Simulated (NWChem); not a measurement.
# CH₄CdS; SMILES [SH][Cd][CH3]

```xyz
7

Cd     0.0096    -0.2720    -0.0001
C      0.0040    -2.3792     0.0005
H     -0.6563    -2.7586    -0.7930
H     -0.3508    -2.7603     0.9691
H      1.0201    -2.7615    -0.1771
S      0.0500     2.0884     0.0001
H     -1.2978     2.1981     0.0000
```
Atoms are numbered in this order, from 1.

Program: NWChem. The geometry was optimised at PBE0/def2-SVP. def2 effective core potentials on Cd; no spin-orbit coupling. Ions are spin-unrestricted doublets at the neutral geometry; other ion states weren't tried. Functional: LC-ωPBE (HJS hole) with def2-SVP; rows give the range parameter ω in 1/bohr.

Q: At which range parameter does −ε(HOMO) equal the ΔSCF ionisation energy (optimal tuning)?

A: about 0.60 per bohr, by linear interpolation in these runs:
```json
[
 {"range parameter (1/bohr)": "0.05", "vertical ionisation energy, ΔSCF (eV)": "9.06", "−ε(HOMO) (eV)": "6.30", "ΔSCF minus −ε(HOMO) (eV)": "2.76"},
 {"range parameter (1/bohr)": "0.10", "vertical ionisation energy, ΔSCF (eV)": "9.08", "−ε(HOMO) (eV)": "7.01", "ΔSCF minus −ε(HOMO) (eV)": "2.07"},
 {"range parameter (1/bohr)": "0.20", "vertical ionisation energy, ΔSCF (eV)": "9.63", "−ε(HOMO) (eV)": "8.15", "ΔSCF minus −ε(HOMO) (eV)": "1.48"},
 {"range parameter (1/bohr)": "0.50", "vertical ionisation energy, ΔSCF (eV)": "10.00", "−ε(HOMO) (eV)": "9.85", "ΔSCF minus −ε(HOMO) (eV)": "0.15"},
 {"range parameter (1/bohr)": "0.80", "vertical ionisation energy, ΔSCF (eV)": "10.00", "−ε(HOMO) (eV)": "10.32", "ΔSCF minus −ε(HOMO) (eV)": "-0.32"}
]
```
